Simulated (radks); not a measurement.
Effect of the nuclear size on the antimony ion Sb13+, [Kr] 4d2. All-electron calculation, Dirac Kohn-Sham, PBE, spin-unpolarised, spherical densities, finite nucleus; open shells fill j = l - 1/2 first; Fermi nuclear charge, rms radius 4.6802 fm. Program: a radial shooting solver on a logarithmic mesh with Libxc functionals. The rms radius is varied about that value; shifts are against it.

rms radius (fm)  total energy shift (eV)  density at nucleus (e/bohr^3)  1s1/2 shift (meV)  2s1/2 shift (meV)  4s1/2 shift (meV)  4p1/2 shift (meV)  4d3/2 shift (meV)  5s1/2 (empty) shift (meV)  5p1/2 (empty) shift (meV)
4.1373                             -1.02                      2.132e+05               -425              -49.1              -2.21              0.149              0.154                     -0.731                      0.041
4.3011                            -0.721                      2.119e+05               -302              -34.8              -1.57              0.106              0.109                     -0.518                      0.029
4.6802                                 0                       2.09e+05              0.000              0.000              0.000              0.000              0.000                      0.000                      0.000
5.0312                             0.713                      2.066e+05                298               34.5               1.55             -0.104             -0.108                      0.512                     -0.029
5.663                               2.10                      2.028e+05                881                102               4.58             -0.308             -0.318                       1.51                     -0.084

Slopes of the eigenvalues against <r^2> in GHz/fm^2, as finite differences over the two radii next to the reference (eigenvalue slopes, not the field-shift constants of lines): 1s1/2 21300, 2s1/2 2460, 4s1/2 111, 4p1/2 -7.45, 4d3/2 -7.70, 5s1/2 (empty) 36.6, 5p1/2 (empty) -2.04.
